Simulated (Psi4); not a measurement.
Calculation: SAPT0/jun-cc-pVDZ, frozen core run with Psi4.

Psi4 input:

```
molecule {
0 1
C -0.35808642 0.05089546 0.02766247
O 0.97869153 -0.12993789 0.47358674
H -0.72177786 -0.80748727 -0.54802290
H -0.47329284 0.95713523 -0.57728557
H -0.97587040 0.15265718 0.91870284
H 1.55033599 -0.22326272 -0.29464359
--
0 1
C 3.77898843 0.49701861 -1.67749132
O 2.71579759 -0.41712729 -1.81803679
C 3.16025101 -1.75110769 -1.91235501
H 4.36206927 0.29828743 -0.76819921
H 3.34612969 1.49401208 -1.61093486
H 4.45856781 0.45831215 -2.53942338
H 2.27932662 -2.38254647 -2.01751026
H 3.71329927 -2.05476040 -1.01333682
H 3.81155892 -1.89678268 -2.78462018
units angstrom
symmetry c1
no_reorient
no_com
}
set basis jun-cc-pvdz
set scf_type df
set freeze_core true
energy('sapt0')
```

Part of the output:

```
    SAPT Results
  --------------------------------------------------------------------------------------------------------
    Electrostatics                -14.33415495 [mEh]      -8.99481803 [kcal/mol]     -37.63431864 [kJ/mol]
      Elst10,r                    -14.33415495 [mEh]      -8.99481803 [kcal/mol]     -37.63431864 [kJ/mol]

    Exchange                       12.68044455 [mEh]       7.95709909 [kcal/mol]      33.29250259 [kJ/mol]
      Exch10                       12.68044455 [mEh]       7.95709909 [kcal/mol]      33.29250259 [kJ/mol]
      Exch10(S^2)                  12.58101665 [mEh]       7.89470714 [kcal/mol]      33.03145467 [kJ/mol]

    Induction                      -4.00279517 [mEh]      -2.51179189 [kcal/mol]     -10.50933726 [kJ/mol]
      Ind20,r                      -5.69516372 [mEh]      -3.57376919 [kcal/mol]     -14.95265028 [kJ/mol]
      Exch-Ind20,r                  3.36004669 [mEh]       2.10846113 [kcal/mol]       8.82180137 [kJ/mol]
      delta HF,r (2)               -1.66767814 [mEh]      -1.04648383 [kcal/mol]      -4.37848834 [kJ/mol]

    Dispersion                     -3.68898782 [mEh]      -2.31487481 [kcal/mol]      -9.68543619 [kJ/mol]
      Disp20                       -4.47181281 [mEh]      -2.80610490 [kcal/mol]     -11.74074290 [kJ/mol]
      Exch-Disp20                   0.78282498 [mEh]       0.49123009 [kcal/mol]       2.05530671 [kJ/mol]
      Disp20 (SS)                  -2.23590640 [mEh]      -1.40305245 [kcal/mol]      -5.87037145 [kJ/mol]
      Disp20 (OS)                  -2.23590640 [mEh]      -1.40305245 [kcal/mol]      -5.87037145 [kJ/mol]
      Exch-Disp20 (SS)              0.44818112 [mEh]       0.28123790 [kcal/mol]       1.17669937 [kJ/mol]
      Exch-Disp20 (OS)              0.33464386 [mEh]       0.20999219 [kcal/mol]       0.87860734 [kJ/mol]

  Total HF                         -5.65650556 [mEh]      -3.54951083 [kcal/mol]     -14.85115331 [kJ/mol]
  Total SAPT0                      -9.34549338 [mEh]      -5.86438563 [kcal/mol]     -24.53658950 [kJ/mol]
```
